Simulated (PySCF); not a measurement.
SMILES O=[S](=O)O, doublet, PBE0/def2-SVP optimised geometry.

```
5

O      1.02     1.18     0.63
S     -0.04     0.38     0.00
O     -1.42     0.36     0.49
O      0.45    -1.18     0.00
H      1.42    -1.18     0.00
```

Density from unrestricted PBE0/def2-TZVP in PySCF at that geometry.

Minimum of the electron density along straight lines between bonded atoms, close to the bond critical point (lines longer than 1.1 times the sum of covalent radii, or with two minima, are not listed):

```json
[
 {"bond": "O1–S2", "length / Å": "1.468", "ρ at the minimum / e bohr⁻³": "0.290", "∇²ρ there / e bohr⁻⁵": "…", "position (fraction from the first atom)": "0.60"},
 {"bond": "S2–O3", "length / Å": "1.459", "ρ at the minimum / e bohr⁻³": "0.295", "∇²ρ there / e bohr⁻⁵": "0.79", "position (fraction from the first atom)": "0.40"},
 {"bond": "S2–O4", "length / Å": "1.640", "ρ at the minimum / e bohr⁻³": "…", "∇²ρ there / e bohr⁻⁵": "…", "position (fraction from the first atom)": "0.40"},
 {"bond": "O4–H5", "length / Å": "0.972", "ρ at the minimum / e bohr⁻³": "0.348", "∇²ρ there / e bohr⁻⁵": "-2.39", "position (fraction from the first atom)": "0.81"}
]
```

Question: What belongs in the gaps?

Answer: 
- O1–S2, ∇²ρ there / e bohr⁻⁵: 0.71
- S2–O4, ρ at the minimum / e bohr⁻³: 0.216
- S2–O4, ∇²ρ there / e bohr⁻⁵: -0.20
